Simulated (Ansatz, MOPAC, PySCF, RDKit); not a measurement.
Torsion H4–N1–Si2–F3 in FH2NSi (SMILES N[Si]F); at each angle all else is relaxed with GFN2-xTB, and the levels are single points there.
Geometry at 0° (charge 0, multiplicity 1):
```xyz
5

N     -0.584    -0.025     0.059
Si     0.920    -0.757     0.384
F      1.658     0.635     0.870
H     -0.763     0.962     0.188
H     -1.388    -0.522    -0.281
```

On the grid 0° to 330°, 90° is the highest and 0° the lowest point at CCSD(T)/CBS(cc-pV(T+d)Z, cc-pV(Q+d)Z).

Rows in 3-21G carry no dispersion term and start afresh at each structure. The state that PM7 reach isn't checked; PM7 holds dispersion and hydrogen-bond terms.

Run with Ansatz (a quantum-chemistry and plane-wave program); MOPAC for PM7 (differences of heats of formation); PySCF for 3-21G rows, the dispersion terms; RDKit for the force fields. Values without a source in brackets are computed.

### Question
One of these levels gives 17.88 kcal/mol for the energy at 90° less that at 0°. Name it.
(A) UFF
(B) PM7
(C) B3LYP/3-21G
(D) PBE0-D4/def2-TZVPP

### Answer
C, B3LYP/3-21G. The others give 20.64 (UFF), 9.10 (PM7), 13.68 (PBE0-D4/def2-TZVPP)
